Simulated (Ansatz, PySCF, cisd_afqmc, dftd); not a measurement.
System: NCO, charge 0, doublet. NCO (SMILES N#C[O], doublet).
B3LYP-D3(BJ)/def2-TZVP minimum from Ansatz (a quantum-chemistry and plane-wave program):
```
C
O 1 1.1754
N 1 1.2216 2 180.00
```
Charge 0, spin multiplicity 2.

Property: enthalpy of formation at 298 K (by atomisation, with ideal-gas terms from PySCF's Hessian at B3LYP-D3(BJ)/def2-TZVP and the atoms' measured values of the G2/97 table; no spin-orbit terms), in kJ/mol. UHF or UKS for unpaired electrons; spin-orbit terms are left out. Cores are frozen in correlated methods. Rows without X2C or -DK are non-relativistic. AFQMC/CISD: phaseless, guided by CISD from CCSD amplitudes; bars are statistical, one sigma. Outlying blocks are dropped, and bars are widened where a walk drifts. Over all cases where full CI ran beside it in this data, AFQMC minus full CI had a median of +0.1 mEh and passed +0.4 mEh in a tenth of the cases. CBS(X,Y): correlation extrapolated as X^-3, Hartree-Fock from the larger set (Q,5: extrapolated as (X+1)exp(-9√X)). A bracket is a step between two methods taken in the basis named. The functionals are non-relativistic, so their misses hold any scalar relativity. Double hybrids freeze cores in their MP2 part. '+ core + X2C': CCSD(T) terms for core correlation (cc-pwCVTZ) and scalar relativity (cc-pVTZ-DK). The UHF reference of CNO (N#C[O], doublet) is spin-contaminated (<S^2> up to 0.10 over the pure value in the sets run).

Measured: 30.4 kcal/mol, 127.4 kJ/mol (Active Thermochemical Tables 1.112 (ions: stationary electron), as tabulated in the package chemicals); atomic spin-orbit terms, which the calculations lack, would raise the computed values.

```csv
level,program,enthalpy of formation at 298 K (kJ/mol),error against that value
HF/cc-pVTZ,Ansatz,702.7,575.3
PBE/def2-TZVPD,Ansatz,-7.2,-134.6
r2SCAN-D4/def2-TZVPD,Ansatz + dftd4,95.6,-31.8
B3LYP-D3(BJ)/def2-TZVPD,Ansatz + dftd3,98.7,-28.7
r2SCANh/def2-TZVPD,Ansatz,129.5,2.1
CAM-B3LYP-D4/def2-TZVPD,Ansatz + dftd4,105.8,-21.6
B2GP-PLYP/def2-TZVPD,Ansatz,139.4,12.0
MP2/cc-pVTZ,Ansatz,140.4,13.0
"CCSD/CBS(cc-pVTZ,cc-pVQZ)",Ansatz,191.5,64.1
"CCSD/CBS(cc-pVQZ,cc-pV5Z)",Ansatz,191.4,64.0
CCSD(T)/cc-pV5Z,Ansatz,147.5,20.1
CCSDT(Q)/cc-pVDZ,Ansatz,272.7,145.3
CCSDT(Q)/cc-pVTZ,Ansatz,187.0,59.6
AFQMC/CISD/cc-pVDZ,cisd_afqmc,275.9 ± 1.1,148.5
"CCSD(T)/CBS(cc-pVQZ,cc-pV5Z) + [AFQMC/CISD - CCSD(T)]/cc-pVDZ + core + X2C",Ansatz + cisd_afqmc,127.3 ± 1.1,-0.1
"CCSD(T)/CBS(cc-pVQZ,cc-pV5Z) + [CCSDT(Q) - CCSD(T)]/cc-pVTZ + core + X2C",Ansatz,126.2,-1.2
```
